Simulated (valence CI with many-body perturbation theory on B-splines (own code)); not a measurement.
# Forbidden lines of Ce XIX

Level of theory: valence CI with perturbative core correlation (CI+MBPT): four valence electrons over a frozen Dirac-Fock core [Kr], a basis of 7 s, 7 p, 8 d, 6 f, 4 g, 1 h functions for each j, with the one-electron correlation potential Σ1, the two-electron term Σ2, the three-electron term Σ3, Breit, model QED; selected CI, second order for the rest, scaled by the run's own slope (own B-spline code, finite nucleus).

No measured spectrum was set against this ion. As an estimate, terms of the open shell hold to 2 to 4 % of their energy, and close levels can change places. The list stops below the first excitations out of the core.

Lines 51 to 100 of 120 in falling wavelength, among levels below 611740 cm⁻¹, chosen from the decays that carry over 1 % of a level's rate. Wavelengths and rates use the calculated energies, so an error of 2000 cm⁻¹ moves a line at 252.0 nm by 5 % and its rate by three times that or more. S is in atomic units (e²a₀⁴ for E2 and M2, e²a₀⁶ for E3), for M1 in squared Bohr magnetons. Weak lines are less certain than strong ones. Lines between different terms over intervals too small for the method are left out, as are lines whose strength nearly cancels.

Levels are named by their leading jj configuration (3d3/2^4 stands for four electrons in 3d with j = 3/2), which in mixed levels can hold well under half, so a name can repeat and another be missing. Letters in brackets count levels of one name in rising energy.

```tsv
λ vac (nm)	Upper	Lower	Type	A (s⁻¹)	S (a.u.)
252.0	(4d3/2^2 4d5/2^2) J=2 [d]	(4d3/2^2 4d5/2^2) J=3 [b]	M1	2.74e+01	8.12e-02
247.9	(4d3/2^2 4d5/2^2) J=0 [a]	(4d3/2^3 4d5/2) J=1	M1	1.98e+03	1.12e+00
245.8	(4d3/2 4d5/2^3) J=6	(4d3/2^2 4d5/2^2) J=5	M1	3.76e+02	2.69e+00
240.7	(4d3/2^2 4d5/2^2) J=2 [b]	(4d3/2^2 4d5/2^2) J=2 [a]	M1	3.12e+02	8.07e-01
237.5	(4d3/2 4d5/2^3) J=1 [a]	(4d3/2^2 4d5/2^2) J=2 [b]	M1	4.62e+02	6.89e-01
236.7	(4d3/2 4d5/2^3) J=3 [b]	(4d3/2^2 4d5/2^2) J=3 [c]	M1	3.27e+02	1.12e+00
227.9	(4d5/2^4) J=4	(4d3/2 4d5/2^3) J=5	M1	2.37e+02	9.34e-01
225.1	(4d3/2 4d5/2^3) J=3 [b]	(4d3/2^2 4d5/2^2) J=2 [c]	M1	2.06e+02	6.10e-01
222.9	(4d3/2 4d5/2^3) J=1 [b]	(4d3/2 4d5/2^3) J=1 [a]	M1	9.22e+01	1.14e-01
213.5	(4d3/2 4d5/2^3) J=3 [b]	(4d3/2^2 4d5/2^2) J=4 [b]	M1	1.58e+02	3.98e-01
213.0	(4d3/2^2 4d5/2^2) J=1	(4d3/2^2 4d5/2^2) J=2 [a]	M1	1.05e+03	1.13e+00
209.7	(4d3/2^2 4d5/2^2) J=2 [f]	(4d3/2^2 4d5/2^2) J=3 [c]	M1	9.68e+01	1.66e-01
207.2	(4d3/2 4d5/2^3) J=3 [c]	(4d3/2^2 4d5/2^2) J=2 [d]	M1	1.43e+02	3.31e-01
205.4	(4d3/2^2 4d5/2^2) J=4 [b]	(4d3/2^2 4d5/2^2) J=3 [a]	M1	1.37e+01	3.97e-02
201.3	(4d3/2 4d5/2^3) J=1 [b]	(4d3/2^2 4d5/2^2) J=2 [d]	M1	2.22e+02	2.01e-01
200.6	(4d3/2^2 4d5/2^2) J=2 [f]	(4d3/2^2 4d5/2^2) J=2 [c]	M1	2.41e+01	3.61e-02
199.8	(4d3/2^2 4d5/2^2) J=4 [c]	(4d3/2^2 4d5/2^2) J=5	M1	5.49e+01	1.46e-01
199.7	(4d3/2 4d5/2^3) J=5	(4d3/2^2 4d5/2^2) J=4 [a]	M1	5.23e+01	1.70e-01
198.7	(4d3/2^2 4d5/2^2) J=2 [e]	(4d3/2^2 4d5/2^2) J=1	M1	1.14e+02	1.66e-01
198.5	(4d3/2^2 4d5/2^2) J=3 [c]	(4d3/2^3 4d5/2) J=4	M1	4.29e+02	8.71e-01
198.3	(4d5/2^4) J=4	(4d3/2 4d5/2^3) J=3 [a]	M1	7.11e+02	1.85e+00
195.7	(4d3/2^2 4d5/2^2) J=2 [c]	(4d3/2^2 4d5/2^2) J=3 [a]	M1	1.47e+01	2.05e-02
192.3	(4d3/2 4d5/2^3) J=0	(4d3/2^2 4d5/2^2) J=1	M1	1.58e+03	4.16e-01
188.6	(4d3/2 4d5/2^3) J=3 [c]	(4d3/2 4d5/2^3) J=3 [a]	M1	2.26e+01	3.94e-02
187.7	(4d3/2^2 4d5/2^2) J=3 [c]	(4d3/2^2 4d5/2^2) J=3 [a]	M1	1.69e+01	2.90e-02
185.5	(4d3/2^2 4d5/2^2) J=2 [b]	(4d3/2^3 4d5/2) J=1	M1	5.77e+02	6.83e-01
183.4	(4d3/2 4d5/2^3) J=4 [a]	(4d3/2^3 4d5/2) J=4	M1	1.05e+02	2.15e-01
181.7	(4d3/2^2 4d5/2^2) J=4 [c]	(4d3/2^2 4d5/2^2) J=3 [b]	M1	1.81e+02	3.62e-01
179.6	(4d3/2 4d5/2^3) J=1 [a]	(4d3/2^2 4d5/2^2) J=0 [a]	M1	8.06e+02	5.19e-01
179.4	(4d3/2^2 4d5/2^2) J=2 [e]	(4d3/2^2 4d5/2^2) J=2 [b]	M1	4.17e+01	4.47e-02
174.1	(4d3/2 4d5/2^3) J=4 [a]	(4d3/2^2 4d5/2^2) J=3 [a]	M1	2.73e+02	4.81e-01
172.0	(4d3/2^2 4d5/2^2) J=2 [e]	(4d3/2^2 4d5/2^2) J=3 [b]	M1	1.85e+02	1.75e-01
170.0	(4d5/2^4) J=4	(4d3/2 4d5/2^3) J=4 [a]	M1	1.33e+03	2.18e+00
168.5	(4d3/2^2 4d5/2^2) J=2 [c]	(4d3/2^2 4d5/2^2) J=2 [a]	M1	1.32e+01	1.17e-02
162.8	(4d3/2 4d5/2^3) J=3 [c]	(4d3/2 4d5/2^3) J=4 [a]	M1	1.35e+02	1.51e-01
162.6	(4d3/2^2 4d5/2^2) J=3 [c]	(4d3/2^2 4d5/2^2) J=2 [a]	M1	2.71e+01	3.02e-02
160.7	(4d3/2^2 4d5/2^2) J=2 [f]	(4d3/2^2 4d5/2^2) J=1	M1	2.75e+02	2.12e-01
157.1	(4d3/2^2 4d5/2^2) J=4 [c]	(4d3/2^2 4d5/2^2) J=4 [a]	M1	1.93e+02	2.50e-01
154.8	(4d3/2 4d5/2^3) J=3 [b]	(4d3/2^2 4d5/2^2) J=3 [b]	M1	1.78e+02	1.71e-01
151.9	(4d3/2 4d5/2^3) J=3 [a]	(4d3/2^2 4d5/2^2) J=3 [a]	M1	2.40e+02	2.18e-01
148.0	(4d5/2^4) J=4	(4d3/2^2 4d5/2^2) J=4 [b]	M1	2.04e+02	2.21e-01
144.6	(4d3/2 4d5/2^3) J=1 [b]	(4d3/2^2 4d5/2^2) J=2 [c]	M1	5.08e+01	1.71e-02
143.9	(4d3/2 4d5/2^3) J=5	(4d3/2^3 4d5/2) J=4	M1	3.07e+01	3.74e-02
142.8	(4d3/2^2 4d5/2^2) J=2 [f]	(4d3/2^2 4d5/2^2) J=3 [b]	M1	3.62e+02	1.95e-01
142.5	(4d3/2 4d5/2^3) J=3 [c]	(4d3/2^2 4d5/2^2) J=4 [b]	M1	1.35e+01	1.01e-02
141.7	(4d3/2^2 4d5/2^2) J=2 [d]	(4d3/2^2 4d5/2^2) J=3 [a]	M1	1.27e+03	6.71e-01
139.4	(4d3/2^2 4d5/2^2) J=2 [c]	(4d3/2^3 4d5/2) J=1	M1	8.72e+01	4.38e-02
136.6	(4d3/2 4d5/2^3) J=3 [b]	(4d3/2^2 4d5/2^2) J=4 [a]	M1	2.00e+02	1.32e-01
135.0	(4d3/2 4d5/2^3) J=3 [a]	(4d3/2^2 4d5/2^2) J=2 [a]	M1	3.39e+02	2.16e-01
126.9	(4d3/2^2 4d5/2^2) J=2 [d]	(4d3/2^2 4d5/2^2) J=2 [a]	M1	5.66e+01	2.14e-02
```
